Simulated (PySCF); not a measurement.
Compound: SiHEt3, C₆H₁₆Si.
SMILES: `CC[SiH](CC)CC`

The closed-shell ground state was solved at several levels (PySCF, density fitting, gas phase, non-relativistic). The structure is a single PBE0-D3(BJ)/def2-SVP conformer in the gas phase; no vibrational or solvent corrections.

| level | basis functions | total energy (Eh) | HOMO (eV) | LUMO (eV) | gap (eV) | dipole (D) |
| --- | --- | --- | --- | --- | --- | --- |
| B3LYP/pcSseg-1 | 206 | -527.7798 | -7.70 | 1.09 | 8.79 | 0.61 |
| PBE0/pcSseg-1 | 206 | -527.3222 | -7.90 | 1.41 | 9.31 | 0.62 |

Q: Estimate the row for CAM-B3LYP/def2-SVPD, a basis of 272 functions; the other rows only guide the guess.

A: Total energy -527.3875 Eh, HOMO -9.23 eV, LUMO 1.40 eV, gap 10.63 eV, dipole 0.64 D.

Q: Over all these levels, which gives the widest orbital gap and which the narrowest?

A: CAM-B3LYP/def2-SVPD (range-separated hybrid) has the widest, 10.63 eV, and B3LYP/pcSseg-1 (global hybrid, 20 % exact exchange) the narrowest, 8.79 eV. Functional and basis both differ between the two, so the spread mixes both effects.

Q: How far do the dipole and the HOMO energy spread over the levels?

A: The dipole runs from 0.61 to 0.64 D (mean 0.62 D) and the HOMO from -9.23 to -7.70 eV.
